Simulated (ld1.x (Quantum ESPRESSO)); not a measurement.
Configuration tests for Ga (ultrasoft)

* Element: gallium (Ga)
* Generator: ld1.x (Quantum ESPRESSO) 7.5
* Type: ultrasoft
* Functional: BLYP
* Relativity: scalar-relativistic
* Frozen core: [Ar] 3d10
* Valence charge: 3
* Reference configuration: 4s1 4p2
* Partial waves: 4s (bound): rcut 1.20, rcutus 1.60 bohr; 4s channel at 0.15 Ry: rcut 1.20, rcutus 1.60 bohr; 4p (bound): rcut 2.65, rcutus 2.85 bohr; 4p channel at 0.15 Ry: rcut 2.65, rcutus 2.85 bohr
* Local potential: all-electron potential smoothed inside 1.35 bohr (lloc = -1)
* Core correction: a·sin(br)/r model core inside 1.05 bohr
* Augmentation charge: built from norm-conserving waves at rcut, not smoothed further

Energies are relative to the spin-unpolarised reference configuration 4s1 4p2; without spin polarisation the order of configurations can differ from experiment.

```json
{"valence configuration": "4s2 4p1", "charge": "0", "ΔE all-electron (eV)": "-6.584", "error AE − PS (meV)": "-19"}
{"valence configuration": "4s2 4p0", "charge": "+1", "ΔE all-electron (eV)": "-0.915", "error AE − PS (meV)": "-11"}
{"valence configuration": "4s1 4p0", "charge": "+2", "ΔE all-electron (eV)": "20.325", "error AE − PS (meV)": "-90"}
{"valence configuration": "4s1 4p1", "charge": "+1", "ΔE all-electron (eV)": "6.470", "error AE − PS (meV)": "-11"}
{"valence configuration": "4s0 4p3", "charge": "0", "ΔE all-electron (eV)": "6.922", "error AE − PS (meV)": "-20"}
{"valence configuration": "4s2 4p1.3", "charge": "-0.3", "ΔE all-electron (eV)": "-7.096", "error AE − PS (meV)": "-21"}
{"valence configuration": "4s2 4p0.5", "charge": "+0.5", "ΔE all-electron (eV)": "-4.577", "error AE − PS (meV)": "-14"}
```

Note: ghost state, extra bound levels that the all-electron valence spectrum of the same l lacks: s at -27.8 eV. A true bound ghost makes a file unfit for plane-wave use.
